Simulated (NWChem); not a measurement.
System: C2H10BN cation, doublet; SMILES of the neutral closed-shell parent B.CNC

NWChem input:

```
start job
memory heap 200 mb stack 900 mb global 1100 mb
charge 1
geometry units angstroms noautosym nocenter noautoz
  B      0.307845    -1.455860    -0.002386
  H      1.534761    -1.667600     0.311904
  H      0.765287    -1.611852     1.186683
  H     -0.303613    -2.348272    -0.503849
  C      0.982218     1.009720     0.096492
  N     -0.021970     0.006607    -0.352866
  C     -1.405723     0.343086     0.111902
  H      0.678236     2.010011    -0.237740
  H      1.035862     0.995672     1.193209
  H      1.963643     0.763285    -0.328648
  H     -0.049693     0.037790    -1.380553
  H     -1.669172     1.350264    -0.237457
  H     -1.429221     0.313975     1.208849
  H     -2.112628    -0.392277    -0.292264
end
basis spherical
  B library def2-svp
  H library def2-svp
  C library def2-svp
  N library def2-svp
end
dft
  odft
  mult 2
  xc b3lyp
  iterations 150
  mulliken
end
task dft energy
esp
  recalculate
  probe 0.07
  range 0.3
  factor 1.0
  spacing 0.02
end
task esp
```

Parts of the log:

```
             Northwest Computational Chemistry Package (NWChem) 7.3.0
             --------------------------------------------------------

                             Geometry "geometry" -> ""
                             -------------------------

 Output coordinates in angstroms (scale by  1.889725989 to convert to a.u.)

  No.       Tag          Charge          X              Y              Z
 ---- ---------------- ---------- -------------- -------------- --------------
    1 B                    5.0000     0.30784500    -1.45586000    -0.00238600
    2 H                    1.0000     1.53476100    -1.66760000     0.31190400
    3 H                    1.0000     0.76528700    -1.61185200     1.18668300
    4 H                    1.0000    -0.30361300    -2.34827200    -0.50384900
    5 C                    6.0000     0.98221800     1.00972000     0.09649200
    6 N                    7.0000    -0.02197000     0.00660700    -0.35286600
    7 C                    6.0000    -1.40572300     0.34308600     0.11190200
    8 H                    1.0000     0.67823600     2.01001100    -0.23774000
    9 H                    1.0000     1.03586200     0.99567200     1.19320900
   10 H                    1.0000     1.96364300     0.76328500    -0.32864800
   11 H                    1.0000    -0.04969300     0.03779000    -1.38055300
   12 H                    1.0000    -1.66917200     1.35026400    -0.23745700
   13 H                    1.0000    -1.42922100     0.31397500     1.20884900
   14 H                    1.0000    -2.11262800    -0.39227700    -0.29226400

 Effective nuclear repulsion energy (a.u.)     135.6766796045

                                 NWChem DFT Module
                                 -----------------

 Summary of "ao basis" -> "ao basis" (spherical)
 ------------------------------------------------------------------------------
       Tag                 Description            Shells   Functions and Types
 ---------------- ------------------------------  ------  ---------------------
 B                          def2-svp                 6       14   3s2p1d
 H                          def2-svp                 3        5   2s1p
 C                          def2-svp                 6       14   3s2p1d
 N                          def2-svp                 6       14   3s2p1d

            General Information
            -------------------
          SCF calculation type: DFT
          Wavefunction type:  spin polarized.
          No. of atoms     :    14
          No. of electrons :    33
           Alpha electrons :    17
            Beta electrons :    16
          Charge           :     1
          Spin multiplicity:     2
          Use of symmetry is: off; symmetry adaption is: off
          Maximum number of iterations: 150
          AO basis - number of functions:   106
                     number of shells:    54
          Convergence on energy requested:  1.00D-06
          Convergence on density requested:  1.00D-05
          Convergence on gradient requested:  5.00D-04

              XC Information
              --------------
                         B3LYP Method XC Potential
                     Hartree-Fock (Exact) Exchange  0.200
                        Slater Exchange Functional  0.800 local
                    Becke 1988 Exchange Functional  0.720 non-local
              Lee-Yang-Parr Correlation Functional  0.810
                  VWN I RPA Correlation Functional  0.190 local

             Grid Information
             ----------------
          Grid used for XC integration:  medium
          Radial quadrature: Mura-Knowles
          Angular quadrature: Lebedev.
          Tag              B.-S. Rad. Rad. Pts. Rad. Cut. Ang. Pts.
          ---              ---------- --------- --------- ---------
          B                   0.85       49          10.0       434
          H                   0.35       45          11.0       434
          C                   0.70       49          10.0       434
          N                   0.65       49           8.0       434
          Grid pruning is: on
          Number of quadrature shells:   646
          Spatial weights used:  Erf1

      Superposition of Atomic Density Guess
      -------------------------------------

 Sum of atomic energies:        -158.99058739

 Renormalizing density from      34.00 to     33

      Non-variational initial energy
      ------------------------------

 Total energy =    -158.296138
 1-e energy   =    -466.043976
 2-e energy   =     172.071158
 HOMO         =      -0.434665
 LUMO         =      -0.181886

     ---------------------------------------------
      Total Density - Mulliken Population Analysis
     ---------------------------------------------

    Atom       Charge   Shell Charges
 -----------   ------   -------------------------------------------------------
    1 B    5     5.19   1.99  0.94  0.17  1.52  0.51  0.06
    2 H    1     0.77   0.54  0.21  0.02
    3 H    1     0.77   0.55  0.20  0.02
    4 H    1     0.88   0.68  0.18  0.02
    5 C    6     6.26   1.99  1.02  0.18  2.14  0.89  0.03
    6 N    7     7.46   1.99  1.08  0.38  2.58  1.41  0.03
    7 C    6     6.24   1.99  1.02  0.18  2.14  0.89  0.03
    8 H    1     0.80   0.64  0.14  0.03
    9 H    1     0.81   0.64  0.14  0.03
   10 H    1     0.79   0.63  0.13  0.03
   11 H    1     0.63   0.55  0.05  0.04
   12 H    1     0.80   0.64  0.14  0.03
   13 H    1     0.81   0.64  0.14  0.03
   14 H    1     0.79   0.63  0.13  0.03

     --------------------------------------------
      Spin Density - Mulliken Population Analysis
     --------------------------------------------

    Atom       Charge   Shell Charges
 -----------   ------   -------------------------------------------------------
    1 B    5     0.59  -0.00  0.00 -0.00  0.39  0.20  0.01
    2 H    1     0.19   0.11  0.07  0.00
    3 H    1     0.18   0.11  0.06  0.00
    4 H    1     0.00  -0.00 -0.00  0.00
    5 C    6     0.00   0.00  0.00  0.00  0.00 -0.00  0.00
    6 N    7     0.01   0.00  0.00  0.00  0.01  0.00  0.00
    7 C    6     0.01   0.00  0.01 -0.00  0.01 -0.00  0.00
    8 H    1     0.00   0.00  0.00  0.00
    9 H    1     0.00   0.00  0.00  0.00
   10 H    1     0.00   0.00  0.00  0.00
   11 H    1     0.01   0.01 -0.00  0.00
   12 H    1     0.01   0.01  0.00  0.00
   13 H    1     0.00   0.00  0.00  0.00
   14 H    1    -0.00   0.00 -0.00  0.00

   convergence    iter        energy       DeltaE   RMS-Dens  Diis-err
 ---------------- ----- ----------------- --------- --------- ---------
 d= 0,ls=0.0,diis     1   -161.3132339780 -2.97D+02  5.11D-03  1.64D-01
                                                     4.58D-03  1.50D-01
 d= 0,ls=0.0,diis     2   -161.3283561168 -1.51D-02  2.66D-03  1.30D-01
                                                     2.52D-03  1.28D-01
 d= 0,ls=0.0,diis     3   -161.3855968543 -5.72D-02  5.59D-04  1.15D-02
                                                     5.46D-04  1.12D-02
 d= 0,ls=0.0,diis     4   -161.3900037170 -4.41D-03  1.81D-04  9.51D-04
                                                     1.71D-04  9.60D-04
 d= 0,ls=0.0,diis     5   -161.3904397428 -4.36D-04  3.72D-05  2.25D-05
                                                     2.92D-05  2.05D-05
  Resetting Diis
 d= 0,ls=0.0,diis     6   -161.3904504863 -1.07D-05  1.21D-05  1.20D-06
                                                     9.51D-06  1.01D-06
 d= 0,ls=0.0,diis     7   -161.3904511500 -6.64D-07  4.14D-06  7.59D-08
                                                     4.48D-06  9.64D-08

         Total DFT energy =     -161.390451149964
      One electron energy =     -476.342125594498
           Coulomb energy =      204.499115929085
    Exchange-Corr. energy =      -25.224121089067
 Nuclear repulsion energy =      135.676679604516

[...]

                     NWChem Electrostatic Potential Fit Module
                     -----------------------------------------

 Atom parameters

 Number of atoms is                                   14
 Number of basis functions is                        106

 Grid parameters

 Maximum number of grid points is                  45910
 Number of grid points is                          45909
 Grid range                                     0.300000 nm
 Grid spacing                                   0.020000 nm
 Probe radius                                   0.070000 nm
 Atom radius factor                             1.000000

 Atomic radii

    1    0.100000
    5    0.158000
    6    0.147000
    7    0.140000
 FASTESP  F
  using M.O. file = ./job.movecs

    Atom              Coordinates                           Charge

                                                  ESP

    1 B     0.030785   -0.145586   -0.000239   -0.168946
    2 H     0.153476   -0.166760    0.031190    0.164419
    3 H     0.076529   -0.161185    0.118668    0.163127
    4 H    -0.030361   -0.234827   -0.050385    0.021079
    5 C     0.098222    0.100972    0.009649   -0.185952
    6 N    -0.002197    0.000661   -0.035287    0.310961
    7 C    -0.140572    0.034309    0.011190   -0.153048
    8 H     0.067824    0.201001   -0.023774    0.112098
    9 H     0.103586    0.099567    0.119321    0.109786
   10 H     0.196364    0.076329   -0.032865    0.105207
   11 H    -0.004969    0.003779   -0.138055    0.197579
   12 H    -0.166917    0.135026   -0.023746    0.098769
   13 H    -0.142922    0.031398    0.120885    0.110134
   14 H    -0.211263   -0.039228   -0.029226    0.114788
                                            ------------
                                                1.000000

 Dipole moment                                  0.159088

 Quadrupole moment Qxx                          2.950466
                   Qyy                         -0.146546
                   Qzz                         -2.803920

 RMS deviation kJ/mol                           0.041383

 RRMS %                                         2.270512
```

Level: B3LYP/def2-SVP, spin-unrestricted. Structure relaxed at the PBE0/def2-SVP, spin-unrestricted level. Not confirmed as a minimum by frequencies. This spin state was assumed; another may lie lower. No stability test was run on the SCF state.
